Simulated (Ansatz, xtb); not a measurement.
C3H11AlN+: which of two structures lies lower

Structure X is a singlet given by its coordinates and structure Y is a singlet given by its coordinates. Both are isolated ions in the gas phase, relaxed with B3LYP/6-31G*.

X (Å):

```
atom    x (Å)    y (Å)    z (Å)
   C   1.2807  -1.8992  -2.0558
   C   1.4032  -0.9860  -0.8436
   C  -0.8801   1.3130   1.9279
  Al   0.4542  -0.0831   1.8155
   N   0.2915  -1.2254   0.1725
   H   1.3500  -2.9554  -1.7724
   H   0.3388  -1.7368  -2.5912
   H   2.0990  -1.6883  -2.7512
   H   1.3443   0.0679  -1.1335
   H   2.3481  -1.1456  -0.3161
   H  -0.6100  -1.0893  -0.2978
   H   0.3152  -2.2199   0.4275
   H   1.6898  -0.6308   2.6103
   H  -0.8878   1.9540   1.0370
   H  -1.8917   0.8997   2.0356
   H  -0.6939   1.9547   2.7963
```

Close contacts (Å): C1–C2 1.52, C2–N5 1.53, C3–Al4 1.93, Al4–N5 2.01, C1–H6 1.10, C1–H7 1.10, C1–H8 1.09, C2–H9 1.09, C2–H10 1.09, C3–H14 1.10, C3–H15 1.10, C3–H16 1.10, Al4–H13 1.57, N5–H11 1.03, N5–H12 1.03.

Y (Å):

```tsv
atom	x (Å)	y (Å)	z (Å)
C	0.4595	-1.6579	3.2261
C	0.0141	-1.2100	1.8288
C	0.0857	-2.3585	0.7926
Al	-0.4517	-1.9406	-1.0284
N	-1.0033	0.0105	-1.2243
H	0.4004	-0.8294	3.9394
H	1.4942	-2.0174	3.2112
H	-0.1752	-2.4697	3.5982
H	0.6493	-0.3719	1.5058
H	-1.0136	-0.8229	1.8911
H	1.1092	-2.7629	0.7474
H	-0.5292	-3.2086	1.1279
H	-0.6277	-2.5627	-2.4576
H	-0.4282	0.5124	-1.9111
H	-1.9699	0.1123	-1.5554
H	-0.9345	0.5300	-0.3424
```

Close contacts (Å): C1–C2 1.53, C2–C3 1.55, C3–Al4 1.94, Al4–N5 2.04, C1–H6 1.09, C1–H7 1.10, C1–H8 1.10, C2–H9 1.10, C2–H10 1.10, C3–H11 1.10, C3–H12 1.10, Al4–H13 1.57, N5–H14 1.03, N5–H15 1.03, N5–H16 1.03.

Q: Which of the two would you expect CCSD(T)/def2-SVP + ΔMP2/def2-TZVPP electronic energies to favour?

A: Not settled: CCSD(T)/def2-SVP + ΔMP2/def2-TZVPP gives E(Y) − E(X) = +1.30 kcal/mol, but this leans on the basis-set step: CCSD(T) alone gives +1.00 kcal/mol.

The same difference at several levels:

```json
{"level": "GFN2-xTB", "geometry": "GFN2-xTB", "E(Y) − E(X) (kcal/mol)": "+9.21", "departure from the last row (kcal/mol)": "+7.92", "job, with rough time for the two": "optimisation, 0.34 s"}
{"level": "HF/STO-3G", "geometry": "GFN2-xTB", "E(Y) − E(X) (kcal/mol)": "+6.55", "departure from the last row (kcal/mol)": "+5.26", "job, with rough time for the two": "single point, 0.4 s"}
{"level": "r2SCAN-D4/def2-SVP", "geometry": "GFN2-xTB", "E(Y) − E(X) (kcal/mol)": "+2.77", "departure from the last row (kcal/mol)": "+1.47", "job, with rough time for the two": "single point, 5.7 s"}
{"level": "B3LYP/6-31G*", "geometry": "B3LYP/6-31G*", "E(Y) − E(X) (kcal/mol)": "+3.89", "departure from the last row (kcal/mol)": "+2.59", "job, with rough time for the two": "optimisation, 3.4 min"}
{"level": "HF/def2-SVP", "geometry": "B3LYP/6-31G*", "E(Y) − E(X) (kcal/mol)": "+3.10", "departure from the last row (kcal/mol)": "+1.80", "job, with rough time for the two": "part of the CCSD(T) run"}
{"level": "MP2/def2-SVP", "geometry": "B3LYP/6-31G*", "E(Y) − E(X) (kcal/mol)": "+0.25", "departure from the last row (kcal/mol)": "−1.05", "job, with rough time for the two": "part of the CCSD(T) run"}
{"level": "CCSD(T)/def2-SVP", "geometry": "B3LYP/6-31G*", "E(Y) − E(X) (kcal/mol)": "+1.00", "departure from the last row (kcal/mol)": "−0.30", "job, with rough time for the two": "single point"}
{"level": "CCSD(T)/def2-SVP + ΔMP2/def2-TZVPP", "geometry": "B3LYP/6-31G*", "E(Y) − E(X) (kcal/mol)": "+1.30", "departure from the last row (kcal/mol)": "", "job, with rough time for the two": "single point, 58 s"}
```

MP2/def2-SVP finds them nearly level. The largest departure from CCSD(T)/def2-SVP + ΔMP2/def2-TZVPP is that of GFN2-xTB, 7.92 kcal/mol. The last row adds to CCSD(T) the change of the MP2 difference between the two basis sets, here +0.30 kcal/mol.

With harmonic frequencies from B3LYP/6-31G* (ideal gas, rigid rotor, one conformer each, 200 K, 1 atm): on the last row, ΔE + ΔZPE = +1.51 kcal/mol. A mode under 50 cm⁻¹ makes harmonic enthalpies and free energies unreliable, so none is given.

The correlated steps freeze 9 core orbitals. Run with Ansatz 0.2.0, xtb 6.7.1; the last row on 2 threads of Arm Neoverse V1 on a shared host.
